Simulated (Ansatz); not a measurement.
GaClBr2, SMILES [Cl][Ga]([Br])[Br].

The structure is a stationary point at PBE0-D3(BJ)/def2-SVP. The structure was generated by enumeration; whether it is a known compound was not checked.

Two levels are set side by side: PBE/def2-SVPD (Ansatz, an electronic-structure program) and PBE0/def2-SVPD (Ansatz). Energy differences of separate SCF runs at the same geometry; the states with an electron removed or added have multiplicity 2 and 2. Differences are taken from unrounded values.

```tsv
quantity	PBE
vertical ionisation energy (eV)	10.32
vertical electron affinity (eV)	0.90
vertical singlet–triplet gap (eV)	4.42
```

Problem. These are the PBE values. What does PBE0 give? (Estimate from the structure and the level; the computed values follow.)

Solution. 
```
quantity                            PBE0  PBE minus PBE0
---------------------------------  -----  --------------
vertical ionisation energy (eV)    10.86           -0.54
vertical electron affinity (eV)     0.77            0.13
vertical singlet–triplet gap (eV)   5.02           -0.60
```
